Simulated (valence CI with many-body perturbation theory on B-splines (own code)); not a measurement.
## E1 line list for Sm XXXI

Level of theory: configuration interaction combined with many-body perturbation theory (CI+MBPT): four valence electrons over a frozen Dirac-Fock core [Ar] 3d10, a basis of 11 s, 11 p, 10 d, 8 f, 5 g, 2 h functions for each j, with the one-electron correlation potential Σ1, the two-electron term Σ2, the three-electron term Σ3, Breit, model QED; selected CI, second order for the rest, scaled by the run's own slope (own B-spline code, finite nucleus).

The last digits are not significant, and no measured levels were compared; by estimate large intervals hold to a few tenths of a per cent, small ones and those within an open d or f shell to about a per cent. Among the levels kept, up to 340 cm⁻¹ of a level comes from second order outside the variational space, and about a tenth of that is noise between levels of different J, which matters for small intervals.

Lines 151 to 200 of 561 in falling wavelength, among levels below 28.806 Ry, chosen from the strongest by gf and those to the six lowest levels. Wavelengths and rates use the calculated energies. Electric multipoles are in the length gauge with retardation, E1 and E2 with the static RPA response of the core. Weak lines are less certain than strong ones. Lines between different terms over intervals too small for the method are left out, as are lines whose strength nearly cancels. Where a level lies close to another of its J and parity, the split of strength between their lines is uncertain. The highest levels of a list are the least certain.

Levels are named by their leading jj configuration (3d3/2^4 stands for four electrons in 3d with j = 3/2), which in mixed levels can hold well under half, so a name can repeat and another be missing. Letters in brackets count levels of one name in rising energy.

```csv
λ vac (Å),Upper,Lower,A (s⁻¹),S (a.u.)
107.2,(4s 4p1/2 4p3/2 4d5/2) J=2 [e],(4s^2 4p1/2 4d5/2) J=2,8.60e+10,2.61e-01
107.1,(4p1/2^2 4p3/2 4d5/2) J=3,(4s 4p1/2^2 4d5/2) J=3,2.65e+10,1.13e-01
106.9,(4s 4p1/2 4p3/2 4d3/2) J=2 [c],(4s 4p1/2 4p3/2^2) J=2 [b],2.23e+10,6.73e-02
106.7,(4s 4p1/2 4p3/2^2) J=2 [b],(4s^2 4p1/2 4p3/2) J=2,1.28e+11,3.83e-01
106.6,(4s^2 4d3/2 4d5/2) J=3,(4s^2 4p3/2 4d5/2) J=2,1.47e+10,6.15e-02
106.4,(4s 4p1/2 4p3/2 4d3/2) J=1 [c],(4s^2 4p1/2 4d3/2) J=2,1.49e+11,2.66e-01
106.3,(4s 4p3/2^2 4d5/2) J=2 [c],(4s^2 4p3/2 4d5/2) J=3,5.07e+10,1.50e-01
106.0,(4s 4p3/2^2 4d5/2) J=3 [c],(4s^2 4p3/2 4d5/2) J=4,1.50e+11,6.18e-01
105.9,(4p1/2^2 4p3/2 4d3/2) J=1,(4s 4p1/2^2 4d3/2) J=1,5.96e+10,1.05e-01
105.9,(4s 4p1/2 4p3/2 4f5/2) J=3 [a],(4s 4p1/2 4p3/2 4d5/2) J=4 [c],1.84e+10,7.53e-02
105.8,(4s 4p3/2^2 4d5/2) J=1 [b],(4s^2 4p3/2 4d5/2) J=2,5.42e+10,9.51e-02
105.7,(4s^2 4p3/2 4d3/2) J=1,(4s^2 4p3/2^2) J=0,8.29e+09,1.45e-02
105.5,(4s 4p1/2 4p3/2 4d3/2) J=1 [e],(4s^2 4p1/2 4d3/2) J=1,9.28e+10,1.62e-01
105.4,(4p1/2^2 4p3/2^2) J=2,(4s 4p1/2^2 4p3/2) J=2,7.06e+10,2.04e-01
105.4,(4s 4p1/2 4p3/2 4f7/2) J=5 [b],(4s 4p1/2 4p3/2 4d5/2) J=4 [c],2.14e+10,1.36e-01
105.4,(4p1/2^2 4p3/2 4d3/2) J=1,(4s 4p1/2^2 4d3/2) J=2,4.64e+10,8.03e-02
105.2,(4s 4p1/2 4p3/2 4d5/2) J=2 [e],(4s^2 4p1/2 4d5/2) J=3,2.87e+10,8.25e-02
105.1,(4p1/2 4p3/2^3) J=1,(4s 4p1/2 4p3/2^2) J=2 [a],6.83e+10,1.17e-01
105.0,(4s 4p1/2 4d3/2 4d5/2) J=3 [e],(4s 4p1/2 4p3/2 4d3/2) J=2 [c],6.88e+10,2.75e-01
104.9,(4s 4p1/2 4d3/2 4d5/2) J=3 [c],(4s 4p1/2 4p3/2 4d5/2) J=3 [a],2.04e+10,8.13e-02
104.8,(4s^2 4p3/2 4d3/2) J=2,(4s^2 4p3/2^2) J=2,1.45e+09,4.11e-03
104.7,(4s 4p1/2 4d3/2 4d5/2) J=4 [b],(4s 4p1/2 4p3/2 4d3/2) J=3 [b],6.55e+10,3.34e-01
104.7,(4s 4p1/2 4p3/2^2) J=1 [b],(4s^2 4p1/2 4p3/2) J=1,2.54e+10,4.32e-02
104.3,(4p1/2 4p3/2^2 4d5/2) J=4 [b],(4s 4p1/2 4p3/2 4d5/2) J=4 [a],1.86e+10,9.35e-02
103.8,(4s 4p1/2 4p3/2^2) J=2 [b],(4s^2 4p1/2 4p3/2) J=1,1.84e+10,5.10e-02
103.8,(4p1/2 4p3/2^2 4d5/2) J=3 [c],(4s 4p1/2 4p3/2 4d3/2) J=3 [b],1.68e+10,6.51e-02
103.7,(4s 4p1/2 4d3/2 4d5/2) J=3 [a],(4s 4p1/2 4p3/2 4d3/2) J=2 [a],3.23e+10,1.24e-01
103.6,(4p1/2^2 4p3/2 4d5/2) J=2,(4p1/2^2 4p3/2^2) J=2,8.92e+10,2.45e-01
103.4,(4s 4p1/2 4d3/2 4d5/2) J=3 [d],(4s 4p1/2 4p3/2 4d5/2) J=3 [b],1.61e+10,6.16e-02
103.3,(4p1/2 4p3/2^2 4d5/2) J=4 [a],(4s 4p1/2 4p3/2 4d3/2) J=3 [a],1.76e+10,8.62e-02
103.2,(4s 4p1/2 4d3/2 4d5/2) J=3 [b],(4s 4p1/2 4p3/2 4d5/2) J=4 [b],1.82e+10,6.91e-02
103.2,(4s 4p1/2 4d3/2 4d5/2) J=4 [a],(4s 4p1/2 4p3/2 4d5/2) J=4 [b],1.38e+10,6.74e-02
102.8,(4s 4p1/2 4d5/2^2) J=3,(4s 4p1/2 4p3/2 4d5/2) J=4 [c],3.61e+10,1.36e-01
102.8,(4s^2 4p3/2 4d3/2) J=3,(4s^2 4p3/2^2) J=2,1.40e+10,5.24e-02
102.7,(4s 4p1/2 4d3/2 4d5/2) J=5,(4s 4p1/2 4p3/2 4d5/2) J=5,8.73e+10,5.13e-01
102.3,(4s 4p3/2^2 4d5/2) J=3 [d],(4s^2 4p3/2 4d5/2) J=4,1.78e+10,6.57e-02
102.2,(4s 4p3/2^2 4d5/2) J=2 [b],(4s^2 4p3/2 4d3/2) J=2,2.61e+10,6.89e-02
102.2,(4s 4p1/2 4d3/2 4d5/2) J=2 [e],(4s 4p1/2 4p3/2 4d3/2) J=2 [c],3.78e+10,9.94e-02
101.9,(4s 4p1/2 4p3/2 4d5/2) J=3 [e],(4s 4p1/2 4p3/2^2) J=2 [b],5.21e+10,1.91e-01
101.8,(4p1/2 4p3/2^2 4d5/2) J=3 [d],(4s 4p1/2 4p3/2 4d3/2) J=2 [b],1.91e+10,6.97e-02
101.7,(4s 4p1/2 4d3/2 4d5/2) J=2 [c],(4s 4p1/2 4p3/2 4d3/2) J=3 [b],5.64e+10,1.47e-01
101.6,(4s 4p1/2 4p3/2 4d5/2) J=2 [b],(4s 4p1/2 4p3/2^2) J=3,7.93e+10,2.05e-01
101.6,(4s 4p1/2 4p3/2 4f7/2) J=5 [c],(4s 4p1/2 4p3/2 4d5/2) J=4 [c],1.57e+10,8.96e-02
101.6,(4s 4p1/2 4d3/2 4d5/2) J=4 [a],(4s 4p1/2 4p3/2 4d5/2) J=4 [a],3.76e+10,1.75e-01
101.6,(4p1/2^2 4p3/2 4d5/2) J=3,(4p1/2^2 4p3/2^2) J=2,1.66e+10,6.02e-02
101.5,(4s 4p1/2 4p3/2 4d5/2) J=2 [a],(4s 4p1/2 4p3/2^2) J=2 [a],4.06e+10,1.05e-01
101.5,(4s 4p1/2 4p3/2 4d5/2) J=2 [c],(4s 4p1/2 4p3/2^2) J=2 [b],8.76e+10,2.26e-01
101.1,(4s 4p1/2 4p3/2 4d5/2) J=3 [b],(4s 4p1/2 4p3/2^2) J=3,7.27e+10,2.60e-01
100.8,(4s 4p1/2 4p3/2 4d3/2) J=1 [d],(4s^2 4p1/2 4d3/2) J=2,5.84e+10,8.86e-02
100.7,(4s 4p1/2 4p3/2 4f7/2) J=3,(4s 4p1/2 4p3/2 4d5/2) J=3 [c],4.84e+10,1.71e-01
```
